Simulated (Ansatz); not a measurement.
Consider the redistribution: `BBC[SiH3]` + `CB(O)S` → `BB(C)C[SiH3]` + `OBS`.

Program: Ansatz. Geometries: PBE0-D4/def2-TZVP. ΔE: electronic, gas phase. CCSD(T)/CBS is the MP2 limit (def2-TZVPP, def2-QZVPP) plus CCSD(T) − MP2 in def2-TZVPP, frozen cores. DFT in def2-TZVPP. B3LYP here is the variant with VWN-RPA as its local correlation; programs differ in this. One conformer a species, not always the lowest.

`BBC[SiH3]`:

Cartesian coordinates in Å:
```
B 1.006 1.079 -1.621
B -0.193 0.962 -0.505
C -0.978 -0.295 -0.067
Si -0.023 -1.058 1.378
H 2.161 0.893 -1.352
H 0.784 1.420 -2.751
H -0.433 1.989 0.088
H -1.043 -1.093 -0.814
H -1.973 -0.081 0.335
H 0.185 -0.065 2.464
H -0.798 -2.203 1.923
H 1.303 -1.550 0.922
```

`CB(O)S`:

Z-matrix (Å, degrees):
```
C
B 1 1.565
H 1 1.094 2 110.8
H 1 1.094 2 111.3 3 118.3
H 1 1.091 2 111.4 3 -120.6
O 2 1.359 1 119.2 3 118.3
S 2 1.829 1 122.6 3 -61.5
H 6 0.961 2 115.1 1 -179.8
H 7 1.341 2 96.8 1 -0.2
```

`BB(C)C[SiH3]`:

Cartesian coordinates in Å:
```
B -1.854 1.016 0.019
B -0.697 -0.138 0.284
C -0.341 -0.540 1.767
C 0.120 -0.771 -0.886
Si 1.666 0.267 -1.179
H -3.009 0.716 -0.122
H -1.619 2.194 -0.019
H -1.142 -0.389 2.494
H 0.482 0.119 2.081
H 0.032 -1.564 1.857
H -0.397 -0.783 -1.851
H 0.476 -1.782 -0.660
H 2.498 -0.347 -2.248
H 1.299 1.645 -1.598
H 2.486 0.356 0.059
```

`OBS`:

Cartesian coordinates in Å:
```
O 1.221 0.680 0.528
B 0.229 0.205 -0.256
S -1.107 -0.815 0.424
H 1.162 0.438 1.457
H 0.254 0.477 -1.418
H -1.758 -0.985 -0.735
```

```json
{"level": "PBE-D4", "ΔE (kJ/mol)": "4.5", "difference from CCSD(T)/CBS": "0.2"}
{"level": "r2SCAN-D4", "ΔE (kJ/mol)": "6.6", "difference from CCSD(T)/CBS": "2.3"}
{"level": "B3LYP-D4", "ΔE (kJ/mol)": "4.2", "difference from CCSD(T)/CBS": "-0.1"}
{"level": "ωB97X-V", "ΔE (kJ/mol)": "5.5", "difference from CCSD(T)/CBS": "1.2"}
{"level": "ωB97M-V", "ΔE (kJ/mol)": "5.7", "difference from CCSD(T)/CBS": "1.4"}
{"level": "B2PLYP", "ΔE (kJ/mol)": "5.4", "difference from CCSD(T)/CBS": "1.1"}
{"level": "PBE", "ΔE (kJ/mol)": "6.2", "difference from CCSD(T)/CBS": "1.9"}
{"level": "r2SCAN", "ΔE (kJ/mol)": "7.3", "difference from CCSD(T)/CBS": "3.0"}
{"level": "PBE0", "ΔE (kJ/mol)": "6.6", "difference from CCSD(T)/CBS": "2.3"}
{"level": "HF/def2-TZVPP", "ΔE (kJ/mol)": "8.1", "difference from CCSD(T)/CBS": "3.8"}
{"level": "MP2/def2-TZVPP", "ΔE (kJ/mol)": "3.4", "difference from CCSD(T)/CBS": "-0.9"}
{"level": "SCS-MP2/def2-TZVPP", "ΔE (kJ/mol)": "3.8", "difference from CCSD(T)/CBS": "-0.5"}
{"level": "CCSD/def2-TZVPP", "ΔE (kJ/mol)": "4.8", "difference from CCSD(T)/CBS": "0.5"}
{"level": "SCS-MP2/def2-QZVPP", "ΔE (kJ/mol)": "3.9", "difference from CCSD(T)/CBS": "-0.4"}
{"level": "MP2/CBS(def2)", "ΔE (kJ/mol)": "3.7", "difference from CCSD(T)/CBS": "-0.6"}
{"level": "CCSD/CBS(def2)", "ΔE (kJ/mol)": "5.1", "difference from CCSD(T)/CBS": "0.8"}
{"level": "CCSD(T)/CBS", "ΔE (kJ/mol)": "4.3", "difference from CCSD(T)/CBS": "0"}
```

Largest T1 diagnostic among the species: 0.013.

In def2-TZVPP, CCSD(T) changes the Hartree–Fock value by −4.1 kJ/mol (the triples alone add −0.8 kJ/mol) and MP2 by −4.7 kJ/mol.
